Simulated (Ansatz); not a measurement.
System: methyltin triiodide, CH3I3Sn, net charge 0, singlet state. 
Geometry from a B3LYP-D3(BJ)/def2-TZVP (Ansatz, a first-principles code) optimisation:
SMILES: [CH3][Sn]([I])([I])[I]
```xyz
8

C     -2.7035    -0.4243     0.1207
Sn    -0.5827    -0.0914     0.0260
I      0.5398    -1.7160    -1.8173
I     -0.0654     2.4713    -0.6534
I      0.5532    -0.5941     2.4248
H     -2.8695    -1.4631     0.3960
H     -3.1164     0.2458     0.8710
H     -3.1219    -0.2121    -0.8603
```
Charge 0, spin multiplicity 1.

Dipole moments at this geometry, in debye (magnitudes).

| level | program | dipole (D) |
|---|---|---|
| SVWN5/def2-TZVPD | Ansatz | 2.30 |
| PBE/def2-TZVPD | Ansatz | 2.24 |
| r2SCAN/def2-TZVPD | Ansatz | 2.34 |
| B97M-V/def2-TZVPD | Ansatz | 2.17 |
| B3LYP/def2-TZVPD | Ansatz | ? |
| r2SCANh/def2-TZVPD | Ansatz | 2.35 |
| r2SCAN0/def2-TZVPD | Ansatz | 2.37 |
| HSE06/def2-TZVPD | Ansatz | 2.32 |
| CCSD(T)/def2-SVPD | Ansatz | ? |

Task: Complete the blanks.

Result: 
- B3LYP/def2-TZVPD, dipole (D): 2.29
- CCSD(T)/def2-SVPD, dipole (D): 2.07
